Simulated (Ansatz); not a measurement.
Basis-set extrapolation for C$_{2}$H$_{3}$FOSi, SMILES `O[SiH]1C=C1F` (PBE0-D4/def2-TZVP geometry, frozen core, Ansatz 0.2.0). Multiplicity 1, RHF reference.

```tsv
	def2-TZVPP	def2-QZVPP
HF	-540.809747	-540.830318
MP2 correlation	-0.906851	-0.979711
CCSD(T) correlation	-0.964701	not run
```

Energies in hartree. Use E(X) = E(∞) + A·exp(−7.88·√X) for Hartree–Fock and E(X) = E(∞) + B·X^(−2.97) for correlation, with X = 3 and 4, and add CCSD(T) minus MP2 of the smaller set to the MP2 limit.

Task: What is the CCSD(T) energy at the basis-set limit?

Result: HF limit: -540.830318 + (-0.020571) × 0.13774 = -540.83315. MP2 limit: -0.979711 + (-0.072860) × 0.74074 = -1.03368. Higher-order term: -0.964701 − (-0.906851) = -0.05785. Total: -541.92468 hartree, 4.09 eV below CCSD(T)/def2-TZVPP.
